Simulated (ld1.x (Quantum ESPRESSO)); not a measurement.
Reading a pseudo-wave (gold)

Columns: radius, all-electron u(r) and pseudo u(r) of the 6p shell (level -0.77 eV) of gold in the configuration [Xe] 4f14 5d10 6s1 6p0; PBE, scalar-relativistic, TM scheme, ld1.x (Quantum ESPRESSO) 7.5.

| r (bohr) | all-electron | pseudo |
| --- | --- | --- |
| 0.175 | -0.0431 | 0.0022 |
| 0.350 | 0.0994 | 0.0089 |
| 0.525 | -0.0185 | 0.0200 |
| 0.700 | -0.1368 | 0.0356 |
| 0.875 | -0.1636 | 0.0558 |
| 1.050 | -0.1217 | 0.0807 |
| 1.225 | -0.0468 | 0.1100 |
| 1.400 | 0.0369 | 0.1436 |
| 1.575 | 0.1171 | 0.1807 |
| 1.750 | 0.1884 | 0.2204 |
| 1.925 | 0.2494 | 0.2612 |
| 2.100 | 0.3001 | 0.3012 |
| 2.275 | 0.3415 | 0.3384 |
| 2.450 | 0.3746 | 0.3712 |
| 2.625 | 0.4007 | 0.3984 |
| 2.800 | 0.4206 | 0.4196 |
| 2.975 | 0.4354 | 0.4351 |
| 3.150 | 0.4458 | 0.4457 |
| 3.325 | 0.4525 | 0.4525 |
| 3.500 | 0.4561 | 0.4561 |
| 3.675 | 0.4571 | 0.4571 |
| 3.850 | 0.4560 | 0.4560 |
| 4.025 | 0.4530 | 0.4530 |
| 4.200 | 0.4485 | 0.4485 |
| 4.375 | 0.4428 | 0.4428 |
| 4.550 | 0.4359 | 0.4359 |

Question: How many radial nodes do the two functions have?

Answer: The all-electron 6p function has n − l − 1 = 4 (the table is too coarse to show those close to the nucleus); the pseudo-wave has 0, since the states of the same l below it are removed with the core.

Question: At about which radius was the pseudo-wave matched?

Answer: 3.45 bohr. The columns agree to 0.0005 from 2.98 bohr on; several derivatives are matched, so the curves merge somewhat inside the radius.

Question: Where does each function peak?

Answer: Outermost all-electron maximum near 3.67 bohr, pseudo maximum near 3.67 bohr (to the table’s step).

Question: Is the pseudo-wave norm-conserving?

Answer: Yes: the TM scheme keeps the norm inside the radius equal to the all-electron one, which fixes the energy derivative of the logarithmic derivative at the level.
